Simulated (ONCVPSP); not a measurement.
# Configuration tests for Sb (Z = 51) (ONCV)

antimony (Sb), optimised norm-conserving Vanderbilt (ONCV), made with ONCVPSP 4.0.1 (PBE, fully relativistic). Core [Ar] 3d10, reference 4s2 4p6 4d10 5s2 5p2 (charge +1). Waves: 4s+5s: rc 1.35 bohr, ncon 4, nbas 7, qcut 9.6 1/bohr, 2 projectors; 4p+5p: rc 1.60 bohr, ncon 4, nbas 7, qcut 9 1/bohr, 2 projectors; 4d: rc 1.05 bohr, ncon 4, nbas 8, qcut 9 1/bohr, 1 projector. Local part: polynomial inside 1.00 bohr (lpopt 5, dvloc0 3 Ha). Core correction: none.

Open shells are filled in proportion to 2j + 1.

Energies are relative to the spin-unpolarised reference configuration 4s2 4p6 4d10 5s2 5p2; without spin polarisation the order of configurations can differ from experiment.

| valence configuration | charge | ΔE all-electron (eV) | error AE − PS (meV) |
| --- | --- | --- | --- |
| 4s2 4p6 4d10 5s2 5p0 | +3 | 40.429 | 0.0 |
| 4s2 4p6 4d10 5s2 5p2.5 | +0.5 | -5.064 | -0.1 |

Task: What are ΔE and the potential's error for 4s2 4p6 4d10 5s2 5p3?

Result: ΔE = -8.334 eV all-electron; the error (AE − PS) is -0.2 meV.

Task: What are ΔE and the potential's error for 4s2 4p6 4d10 5s2 5p1?

Result: ΔE = 15.989 eV all-electron; the error (AE − PS) is +0.2 meV.

Levels in the configuration 4s2 4p6 4d10 5s2 5p1:

| level | all-electron (eV) | pseudo (eV) |
| --- | --- | --- |
| 4s j=1/2 | -167.155 | -167.165 |
| 4p j=3/2 | -117.508 | -117.512 |
| 4p j=1/2 | -126.100 | -126.105 |
| 4d j=5/2 | -51.332 | -51.333 |
| 4d j=3/2 | -52.583 | -52.580 |
| 5s j=1/2 | -29.406 | -29.406 |
| 5p j=3/2 | -19.808 | -19.808 |
| 5p j=1/2 | -20.683 | -20.683 |
